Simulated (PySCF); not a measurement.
Ligand exchange on a metal centre used in film growth or etching (Ti OH-H). All species are isolated molecules in the gas phase. One relaxed conformer stands for each flexible species; it need not be the lowest.

All values below come from PySCF 2.14.0 with TPSSh-D3(BJ)/def2-TZVP // r2SCAN-D4/def2-SVP. 

| species | HOMO (eV) | coordination number | LUMO (eV) |
|---|---|---|---|
| 0 of 4 OH replaced by H ([Ti(OH)4]) | -8.02 | 4 | -1.65 |
| 1 of 4 OH replaced by H | -7.35 | 4 | -1.80 |
| 2 of 4 OH replaced by H | -7.36 | 4 | -2.48 |
| 3 of 4 OH replaced by H ([Ti(OH)(H)3]) | -7.74 | 4 | -2.88 |
| 4 of 4 OH replaced by H ([Ti(H)4]) | -8.24 | 4 | -3.57 |
